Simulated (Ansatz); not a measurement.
Reaction (ligand exchange at the Si–O bond): `[SiH3]O[SiH3]` + `NBO` → `OBN[SiH3]` + `O[SiH3]`

Calculated with Ansatz (gas phase, PBE0-D4/def2-TZVP geometries, no zero-point term in ΔE). CCSD(T)/CBS adds triple-zeta CCSD(T) − MP2 to the extrapolated MP2 energy (def2 sets, frozen cores). This one scheme is used for every species. Functionals use def2-TZVPP. B3LYP here is the variant with VWN-RPA as its local correlation; programs differ in this. HSE06 is defined as in plane-wave codes. Each species was taken in one conformer, which may not be the lowest.

| level | ΔE (kcal/mol) | difference from CCSD(T)/CBS |
| --- | --- | --- |
| LDA (SPW92) | 12.4 | -1.5 |
| PBE-D4 | 12.7 | -1.2 |
| revPBE-D4 | 12.2 | -1.7 |
| BLYP-D4 | 14.2 | 0.3 |
| B97M-V | 14.3 | 0.4 |
| PBE0-D4 | 13.4 | -0.5 |
| B3LYP-D4 | 14.8 | 0.9 |
| r2SCAN0-D4 | 14.3 | 0.4 |
| HSE06-D4 | 13.3 | -0.6 |
| BHLYP-D4 | 15.8 | 1.9 |
| CAM-B3LYP-D4 | 15.2 | 1.3 |
| ωB97X-V | 14.0 | 0.1 |
| ωB97M-V | 13.8 | -0.1 |
| B2PLYP | 14.8 | 0.9 |
| PBE-QIDH | 13.9 | 0.0 |
| PBE | 12.9 | -1.0 |
| revPBE | 13.1 | -0.8 |
| BLYP | 14.8 | 0.9 |
| r2SCAN | 14.0 | 0.1 |
| PBE0 | 13.5 | -0.4 |
| r2SCANh | 14.2 | 0.3 |
| r2SCAN0 | 14.3 | 0.4 |
| BHLYP | 15.9 | 2.0 |
| CAM-B3LYP | 15.4 | 1.5 |
| LC-ωPBE | 14.0 | 0.1 |
| RPA@PBE/def2-TZVPP | 13.7 | -0.2 |
| HF/def2-SVP | 16.0 | 2.1 |
| MP2/def2-SVP | 13.5 | -0.4 |
| CCSD/def2-SVP | 13.8 | -0.1 |
| CCSD(T)/def2-SVP | 13.4 | -0.5 |
| HF/def2-TZVPP | 17.1 | 3.2 |
| MP2/def2-TZVPP | 13.8 | -0.1 |
| SCS-MP2/def2-TZVPP | 14.5 | 0.6 |
| CCSD/def2-TZVPP | 14.3 | 0.4 |
| CCSD(T)/def2-TZVPP | 13.8 | -0.1 |
| HF/def2-QZVPP | 17.5 | 3.6 |
| SCS-MP2/def2-QZVPP | 14.6 | 0.7 |
| HF/CBS(def2) | 17.5 | 3.6 |
| MP2/CBS(def2) | 13.9 | 0.0 |
| CCSD/CBS(def2) | 14.4 | 0.5 |
| CCSD(T)/CBS | 13.9 | 0 |

Largest T1 diagnostic among the species: 0.012.

Leaving LDA and LC-ωPBE aside and taking each functional with its dispersion term where it has one, the values spread over 3.6 kcal/mol, from revPBE-D4 to BHLYP-D4. From BLYP to BHLYP (50 % exact exchange), in def2-TZVPP and without D4, ΔE moves by +1.2 kcal/mol.
